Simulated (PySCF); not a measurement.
Computed shifts of a molecule C2H7FSi3, B3LYP/pcSseg-1 in PySCF, GIAO, gas phase, equivalent atoms averaged, in ppm (number of nuclei): ¹⁹F: -261.3 (1). ²⁹Si: 9.4 (1), -50.8 (1), -53.5 (1). ¹³C: 172.8 (1), 169.4 (1). ¹H: 7.51 (1), 7.34 (1), 6.02 (1), 5.74 (1), 5.04 (2), 5.00 (1). References: ¹⁹F against CFCl3 (σ = 161.7 ppm); ²⁹Si against TMS (σ = 338.7 ppm); ¹³C against TMS (σ = 181.3 ppm); ¹H against TMS (σ = 31.68 ppm), references at their B3LYP-D3(BJ)/def2-TZVP geometries, non-relativistic. Geometry optimised at PBE0-D3(BJ)/def2-SVP. One conformer was computed; it need not be the lowest.

Q: Identify the compound among the candidates.
(A) F[SiH2][SiH2]C#C[SiH3]
(B) F[Si@H]1C=C([SiH3])[SiH2]1
(C) F[SiH2][Si@H]1C=C[SiH2]1
(D) C#C[Si@@H]([SiH3])[SiH2]F

A: C, F[SiH2][Si@H]1C=C[SiH2]1
